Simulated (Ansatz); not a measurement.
Mulliken charges of CH$_{5}$AlBrGa, SMILES `[CH3][Al]([GaH2])[Br]` from B3LYP/def2-TZVPP in Ansatz (PBE0-D4/def2-TZVP geometry).

| atom | x (Å) | y (Å) | z (Å) | charge (e) |
| --- | --- | --- | --- | --- |
| C1 | -0.208 | 1.606 | -0.843 | -0.416 |
| Al2 | -0.290 | -0.283 | -0.381 | 0.475 |
| Ga3 | 0.647 | -1.584 | 1.550 | 0.052 |
| Br4 | -1.444 | -1.610 | -1.842 | -0.273 |
| H5 | -1.219 | 2.018 | -0.927 | 0.097 |
| H6 | 0.345 | 2.201 | -0.112 | 0.095 |
| H7 | 0.269 | 1.735 | -1.820 | 0.097 |
| H8 | 2.070 | -2.263 | 1.496 | -0.063 |
| H9 | -0.170 | -1.820 | 2.880 | -0.063 |

By hand: the dipole of these point charges (1 e Å = 4.8032 D).

Σ q r = (0.198, 0.385, 0.200) e Å, of length 0.477 e Å = 2.29 D.

How does the dipole of the full density compare? (Estimate.)

Ansatz gave: (0.156, 0.368, 0.137) e Å, 2.03 D; the point charges give 1.13 times that, at 7° from its direction.

Point charges leave out the atoms' own dipoles, such as those of lone pairs, and Mulliken's split depends on the basis, so the close match here is no proof of good charges.

B3LYP here is the variant with VWN-RPA as its local correlation; programs differ in this.
